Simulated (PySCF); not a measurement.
PySCF input for ZnCl₂, SMILES [Cl][Zn][Cl], HF/pcSseg-2. Geometry optimised at B3LYP-D3(BJ)/def2-TZVP. The isomer is the one that the SMILES or the coordinates give; other isomers of the formula were not compared.

```python
import numpy as np
from pyscf import gto, scf, dft
from pyscf.prop.nmr import rhf as nmr

mol = gto.M(
    atom='''
    Zn    0.00000000    0.00000000    0.00000000
    Cl    0.00000000    0.00000000   -2.09837840
    Cl    0.00000000    0.00000000    2.09837840
    ''',
    basis='pcSseg-2',
    charge=0,
    spin=0,
    max_memory=1600,
    verbose=3,
)
mf = scf.RHF(mol)
mf.conv_tol = 1e-10
mf.max_cycle = 100
mf.kernel()
n = nmr.NMR(mf)
n.verbose = 2
n.max_cycle_cphf = 60
sigma = n.kernel()
print('atom   isotropic/ppm   span/ppm')
for i, s in enumerate(sigma):
    w = np.linalg.eigvalsh((s + s.T) / 2)
    print(f'{mol.atom_symbol(i):2s}{i + 1:3d} {w.mean():14.3f} {w[2] - w[0]:11.3f}')
```

Program output:

```
converged SCF energy = -2696.99060708159
atom   isotropic/ppm   span/ppm
Zn  1       1824.902    1059.078
Cl  2       1111.068      65.503
Cl  3       1111.068      65.503
```

The calculation finished and met its thresholds.

Cost: roughly 40 core-seconds.
